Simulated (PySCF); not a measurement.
# Correlation energy of B(2+) (boron, charge +2)

[He] 2s1, 2S determinant. Calculation: PySCF 2.14, in aug-cc-pwCVDZ (5s4p2d, 27 functions); the non-relativistic Hamiltonian (point nucleus). Frozen: nothing; 3 electrons correlated.

| level | correlation energy (mhartree) |
| --- | --- |
| CCSD | -27.29 |
| (T) | -0.01 |
| CCSD(T) | -27.30 |
| CCSDT | -27.30 |
| FCI | -27.30 |

Diagnostics: T1 = 0.00062, D1 = 0.0011, largest double amplitude 0.017, weight of the Hartree-Fock determinant in FCI 0.9989 (9477 determinants).

Question: Is a single reference adequate?

Answer: Yes: T1 lies below 0.03 and no double amplitude reaches 0.07.
